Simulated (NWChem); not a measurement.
System: SbBr₂ cation; SMILES [Br][Sb+][Br]

Here is an NWChem input.

```
start job
memory heap 200 mb stack 900 mb global 1100 mb
charge 1
geometry units angstroms noautoz
  Sb     0.000000     0.000000     0.884982
  Br    -1.915505     0.000000    -0.658627
  Br     1.915505     0.000000    -0.658627
end
basis spherical
  * library def2-svp
end
ecp
  Sb library def2-ecp
end
dft
  xc xpbe96 cpbe96
  iterations 150
  mulliken
end
task dft energy
```

NWChem printed, in part:

```
             Northwest Computational Chemistry Package (NWChem) 7.3.0
             --------------------------------------------------------

 C2V symmetry detected

                             Geometry "geometry" -> ""
                             -------------------------

 Output coordinates in angstroms (scale by  1.889725989 to convert to a.u.)

  No.       Tag          Charge          X              Y              Z
 ---- ---------------- ---------- -------------- -------------- --------------
    1 Sb                  51.0000     0.00000000     0.00000000     0.89299694
    2 Br                  35.0000    -1.91550500     0.00000000    -0.65061206
    3 Br                  35.0000     1.91550500     0.00000000    -0.65061206

 Effective nuclear repulsion energy (a.u.)     937.1432646999

      Symmetry information
      --------------------

 Group name             C2v
 Group number             16
 Group order               4
 No. of unique centers     2

 Summary of "ao basis" -> "ao basis" (spherical)
 ------------------------------------------------------------------------------
       Tag                 Description            Shells   Functions and Types
 ---------------- ------------------------------  ------  ---------------------
 Sb                         def2-svp                10       26   4s4p2d
 Br                         def2-svp                12       32   5s4p3d

      Symmetry analysis of basis
      --------------------------

        a1         34
        a2         12
        b1         28
        b2         16

            General Information
            -------------------
          SCF calculation type: DFT
          Wavefunction type:  closed shell.
          No. of atoms     :     3
          No. of electrons :    92
           Alpha electrons :    46
            Beta electrons :    46
          Charge           :     1
          Spin multiplicity:     1
          Use of symmetry is: on ; symmetry adaption is: on
          Maximum number of iterations: 150
          AO basis - number of functions:    90
                     number of shells:    34
          Convergence on energy requested:  1.00D-06
          Convergence on density requested:  1.00D-05
          Convergence on gradient requested:  5.00D-04

              XC Information
              --------------
          PerdewBurkeErnzerhof Exchange Functional  1.000
            Perdew 1991 LDA Correlation Functional  1.000 local
           PerdewBurkeErnz. Correlation Functional  1.000 non-local

             Grid Information
             ----------------
          Grid used for XC integration:  medium
          Radial quadrature: Mura-Knowles
          Angular quadrature: Lebedev.
          Tag              B.-S. Rad. Rad. Pts. Rad. Cut. Ang. Pts.
          ---              ---------- --------- --------- ---------
          Sb                  1.45      123           8.0       590
          Br                  1.15      112          10.0       590
          Grid pruning is: on
          Number of quadrature shells:   235
          Spatial weights used:  Erf1

      Superposition of Atomic Density Guess
      -------------------------------------

 Sum of atomic energies:       -5421.78393140

 Renormalizing density from      93.00 to     92

      Non-variational initial energy
      ------------------------------

 Total energy =   -5349.107107
 1-e energy   =   -8520.665224
 2-e energy   =    2656.025713
 HOMO         =      -0.611016
 LUMO         =      -0.367985

      Symmetry analysis of molecular orbitals - initial
      -------------------------------------------------

  Numbering of irreducible representations:

     1 a1          2 a2          3 b1          4 b2

  Orbital symmetries:

     1 a1          2 b1          3 b1          4 a1          5 b1
     6 a1          7 b1          8 a1          9 b2         10 a2
    11 a1         12 b1         13 a1         14 b1         15 a1
    16 b1         17 b2         18 a2         19 a1         20 b1
    21 a1         22 b2         23 a1         24 b1         25 a1
    26 b1         27 b2         28 a2         29 a1         30 b2
    31 a2         32 b1         33 b1         34 a1         35 a2
    36 a1         37 b2         38 a1         39 b1         40 a1
    41 b1         42 a1         43 b2         44 a2         45 b1
    46 a1         47 b2         48 a1         49 b1         50 a1
    51 b1         52 a1         53 a2         54 a1         55 b2
    56 b2

     ---------------------------------------------
      Total Density - Mulliken Population Analysis
     ---------------------------------------------

    Atom       Charge   Shell Charges
 -----------   ------   -------------------------------------------------------
    1 Sb  23    21.02   2.11 -0.07  1.39  0.51  3.00  3.02  0.63  0.32  9.86  0.26
    2 Br  35    35.49   2.00  2.00  2.00  1.53  0.42  6.00  6.01  2.80  2.71  8.42  1.55  0.05
    3 Br  35    35.49   2.00  2.00  2.00  1.53  0.42  6.00  6.01  2.80  2.71  8.42  1.55  0.05

[...]
```

Level: PBE/def2-SVP with def2 effective core potentials on Sb. Coordinates come from a PBE-D3(BJ)/def2-SVP optimisation. def2 effective core potentials on Sb; no spin-orbit coupling.
